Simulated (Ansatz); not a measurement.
Input (CCSDT(Q)/cc-pVDZ; Ansatz, a quantum-chemistry and plane-wave program):

Ansatz 0.2 input:
```yaml
crystal:
  periodic: [false, false, false]
  atoms:
    - {symbol: Ga, position_ang: [0.30374815, 0.11982264, 0.09043944]}
    - {symbol: F, position_ang: [-0.68066706, 0.93279515, -1.13588949]}
    - {symbol: F, position_ang: [-0.36557658, -1.34551759, 0.82437587]}
basis:
  gaussian:
    orbitals: cc-pVDZ
magnetization: {spin_polarized: true, initial_magnetization: 1}
correlation: {method: ccsdt_q, electrons: outside_noble_gas}
```

Output:

```
Functional definition: HF
integrals: 0.06 GiB planned
1013 factors; integrals over basis functions are off by at most 1.8e-7 eV
mean field: 0.30 GiB planned
mean field evaluation 1: about -57743.5754 eV, gradient 2.8e1 eV
mean field evaluation 2: about -57743.6065 eV, gradient 2.8e1 eV
mean field evaluation 4: about -57746.8026 eV, gradient 1.9e0 eV
mean field evaluation 8: about -57746.8916 eV, gradient 3.1e-1 eV
mean field evaluation 16: about -57746.8939 eV, gradient 3.2e-6 eV
mean field -57746.89385374 eV, -2122.1592068744 hartree, gradient 3.2e-6 eV, S^2 0.755027; 0 other end points of the search recorded, 0 dependent functions left out
16 core orbitals not correlated, not the lowest: weight in the atoms' cores, before any rotation towards them, 0.937 or more for the frozen orbitals, at most 0.059 for the correlated occupied ones
reference -57746.89385374 eV, -2122.1592068744 hartree; 9, 8 occupied and 30, 31 virtual orbitals, 1013 factors
second order -11.59853319 eV of doubles, -0.00000000 eV of singles
coupled cluster: 0.63 GiB planned
cycle   1  -11.30219480 eV  change    3.0e-1 eV  update   1.1e-1
cycle   2  -11.66381791 eV  change   -3.6e-1 eV  update   6.7e-2
cycle   3  -11.88225551 eV  change   -2.2e-1 eV  update   2.6e-2
cycle   4  -11.90821725 eV  change   -2.6e-2 eV  update   1.2e-2
cycle   5  -11.88630197 eV  change    2.2e-2 eV  update   5.9e-3
cycle   6  -11.88347365 eV  change    2.8e-3 eV  update   2.7e-3
cycle   7  -11.88721559 eV  change   -3.7e-3 eV  update   1.5e-3
cycle   8  -11.88844916 eV  change   -1.2e-3 eV  update   6.5e-4
cycle   9  -11.88810289 eV  change    3.5e-4 eV  update   3.7e-4
cycle  10  -11.88811752 eV  change   -1.5e-5 eV  update   1.6e-4
cycle  11  -11.88804503 eV  change    7.2e-5 eV  update   8.9e-5
cycle  12  -11.88791497 eV  change    1.3e-4 eV  update   5.1e-5
cycle  13  -11.88795228 eV  change   -3.7e-5 eV  update   2.1e-5
cycle  14  -11.88797328 eV  change   -2.1e-5 eV  update   1.2e-5
cycle  15  -11.88796394 eV  change    9.3e-6 eV  update   7.2e-6
cycle  16  -11.88796256 eV  change    1.4e-6 eV  update   4.0e-6
cycle  17  -11.88796319 eV  change   -6.3e-7 eV  update   1.9e-6
cycle  18  -11.88796165 eV  change    1.5e-6 eV  update   9.8e-7
cycle  19  -11.88796077 eV  change    8.8e-7 eV  update   5.4e-7
perturbative correction -0.03299524 eV, -0.0012125527 hartree
Total energy: -57758.81480975 eV, -2122.5972939274 hartree
```
